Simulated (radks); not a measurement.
Isoelectronic series with 7 electrons, each ion in its NIST ground configuration. All-electron calculation, Dirac Kohn-Sham, PBEsol, spin-unpolarised, spherical densities, finite nucleus; open shells fill j = l - 1/2 first; Fermi nuclear charge, rms radius of each element as measured or else 0.836 A^(1/3) + 0.57 fm. Program: a radial shooting solver on a logarithmic mesh with Libxc functionals. Total energies (hartree) and orbital eigenvalues (hartree):

ion,configuration,E (hartree),2p3/2,2p1/2,2s1/2,1s1/2
N,[He] 2s2 2p3,-54.24241,-0.25817,-0.25887,-0.67805,-14.07736
F2+,[He] 2s2 2p3,-97.33456,-1.79460,-1.79778,-2.48941,-26.01519
Al6+,[He] 2s2 2p3,-222.85533,-7.93913,-7.96085,-9.20498,-62.06554
P8+,[He] 2s2 2p3,-305.34008,-12.52161,-12.56508,-14.08734,-86.16579
Cl10+,[He] 2s2 2p3,-401.04089,-18.10737,-18.18584,-19.98775,-114.3304
K12+,[He] 2s2 2p3,-510.02166,-24.69593,-24.82720,-26.91063,-146.5766
Sc14+,[He] 2s2 2p3,-632.35632,-32.28745,-32.49457,-34.86174,-182.9251
V16+,[He] 2s2 2p3,-768.12893,-40.88249,-41.19454,-43.84801,-223.3999
Mn18+,[He] 2s2 2p3,-917.43351,-50.48192,-50.93472,-53.87739,-268.0284
Co20+,[He] 2s2 2p3,-1080.37467,-61.08682,-61.72376,-64.95889,-316.8410
Cu22+,[He] 2s2 2p3,-1257.06757,-72.69851,-73.57135,-77.10256,-369.8714
Ga24+,[He] 2s2 2p3,-1447.63842,-85.31848,-86.48821,-90.31947,-427.1567
As26+,[He] 2s2 2p3,-1652.22524,-98.94840,-100.4862,-104.6218,-488.7375
Br28+,[He] 2s2 2p3,-1870.97815,-113.5901,-115.5781,-120.0230,-554.6579
